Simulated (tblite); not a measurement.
C₅H₇FSi.
SMILES with atom numbers: `[CH3:1][C:2]#[C:3][C@:4]1([F:5])[CH2:6][SiH2:7]1` (hydrogens: H8, H9, H10 on C1; H11, H12 on C6; H13, H14 on Si7)

Geometry (GFN2-xTB, Å), atoms numbered from 1 in this order:
```xyz
14
C5H7FSi angstrom
C     -2.9736   -0.2566    0.4367
C     -1.6182    0.0578    0.0455
C     -0.4830    0.2947   -0.2709
C      0.8549    0.6073   -0.6324
F      0.9447    1.7771   -1.3758
C      1.7657   -0.5119   -1.1573
Si     2.3632    0.2005    0.4799
H     -3.1263   -0.0241    1.4909
H     -3.1714   -1.3162    0.2745
H     -3.6751    0.3273   -0.1585
H      1.3028   -1.4883   -1.2033
H      2.2771   -0.2647   -2.0779
H      3.4510    1.1555    0.4379
H      2.0877   -0.5587    1.6836
```

All values are computed: GFN2-xTB (tblite) harmonic vibrations without scaling, gas phase. Errors from tens to a few hundred cm⁻¹ against measured bands are possible. Modes of hydrogen on silicon can be 10 to 20 % off. The optimisation stopped once no atom felt more than 0.01 eV/Å.

Lowest wavenumbers of the output (negative numbers stand for imaginary wavenumbers):
```
mode    cm-1
  1     -22.7
  2      83.0
  3     110.3
  4     193.6
  5     251.2
  6     271.4
  7     325.9
  8     386.5
```

Question: Is this structure a minimum?

Answer: Not by this Hessian. 1 mode is imaginary beyond 20i (23i cm⁻¹), so at this level the point lies at or near a first-order saddle. The curvature is small, so loose convergence or finite differences may be the whole cause.

Question: Which atoms move in the imaginary mode?

Answer: 23i: H10 (methyl hydrogen) 33 %, H9 (methyl hydrogen) 33 %, H8 (methyl hydrogen) 32 %. These are shares of the mass-weighted motion.

Question: What is the remedy?

Answer: Step along that mode in both directions, optimise again with tighter thresholds and repeat the frequencies. The zero-point energy of this point (60.7 kcal/mol) counts the 35 real modes alone, and thermal corrections from it aren't those of a minimum.
